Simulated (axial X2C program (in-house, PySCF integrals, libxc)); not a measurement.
**Outer orbitals of YGe at 2.716 Å, HF**

All values were computed with an in-house all-electron X2C program for linear molecules (integrals from PySCF). Spin-free means the one-electron spin-free X2C Hamiltonian; two-component (2c) means X2C with spin–orbit coupling and atomic mean-field two-electron Coulomb and Gaunt terms, so the difference of the two also holds small scalar two-electron terms. Basis: Y dyall-cv3z [11s12p9d6f3g], Ge dyall-cv3z [9s9p7d4f1g] (cores contracted in-house); Gaussian nuclei, density fitting, unrestricted open shells. Masses: Y 88.906 u, Ge 73.921 u.

The distance is close to the 2c PBE0 minimum; the highest filled and lowest empty levels are listed.

Spin-free orbitals, state M_S = 3/2, Λ = 0 (beyond evenly filled blocks: σα, π+α, π-α) (Löwdin shares):

```
symmetry  occupied  ε (eV)            atomic character
      σα       yes  -18.28  64% Ge s, 12% Y p, 11% Y d
      σβ       yes  -13.02   66% Ge s, 10% Y d, 9% Y p
      σα       yes   -8.99   72% Ge p, 10% Y d, 7% Y s
     π-α       yes   -7.91  62% Ge p, 18% Y d, 10% Y p
     π+α       yes   -7.91  62% Ge p, 18% Y d, 10% Y p
      σα       yes   -6.57   52% Y s, 42% Y d, 4% Ge p
      σβ       yes   -6.03   62% Y s, 28% Y p, 7% Ge p
     π+β        no    0.33           88% Y p, 11% Ge p
     π-β        no    0.33           88% Y p, 11% Ge p
     π+α        no    0.53     88% Y p, 8% Y d, 2% Y f
     π-α        no    0.53     88% Y p, 8% Y d, 2% Y f
```

Spinors with spin–orbit coupling (state Ω = 3/2):

| ω | occupied | ε (eV) | atomic character | λ mixture |
| --- | --- | --- | --- | --- |
| 1/2 | yes | -18.28 | 64% Ge s, 12% Y p, 11% Y d | 100% σ |
| -1/2 | yes | -13.02 | 66% Ge s, 10% Y d, 9% Y p | 100% σ |
| 1/2 | yes | -8.99 | 72% Ge p, 10% Y d, 7% Y s | 100% σ |
| -1/2 | yes | -7.98 | 62% Ge p, 18% Y d, 10% Y p | 100% π |
| 3/2 | yes | -7.85 | 62% Ge p, 19% Y d, 10% Y p | 100% π |
| 1/2 | yes | -6.58 | 51% Y s, 42% Y d, 4% Ge p | 99% σ, 1% π |
| -1/2 | yes | -6.04 | 62% Y s, 28% Y p, 7% Ge p | 99% σ, 1% π |
| 1/2 | no | 0.32 | 87% Y p, 12% Ge p | 100% π |
| -3/2 | no | 0.34 | 88% Y p, 10% Ge p | 100% π, 0% δ |
| -1/2 | no | 0.52 | 87% Y p, 7% Y d, 3% Ge p | 98% π, 2% σ |
| 3/2 | no | 0.54 | 88% Y p, 8% Y d, 2% Y f | 100% π |

Mulliken charges and populations of the two-component result (they depend on the basis, above all on diffuse functions):

Y 0.16 e (s 9.46 p 18.47 d 10.85 f 0.05 g 0.01), Ge -0.16 e (s 7.86 p 14.27 d 10.02). ⟨Lz⟩ = 0.00 ħ and ⟨Sz⟩ = 1.50 ħ (0.38 and 1.11 on the two atoms), which add up to Ω.

One determinant describes the state; a PBE0 search over occupations chose it and may have missed a lower one. PBE0 can misorder states that lie within some tenths of an eV, so this need not be the ground state of the molecule. The nearest other spin-free determinant of the search, M_S = 1/2, Λ = 0, lies 0.18 eV up at the distance of the search. With several unpaired electrons one determinant need not be a pure state. This is the top spin component of a Σ state; components of lower Ω are not single determinants and can lie lower. The determinant is spin-polarised beyond a pure state at some levels (its spin-free form has ⟨S²⟩ too high), which makes Re and μ there less reliable.
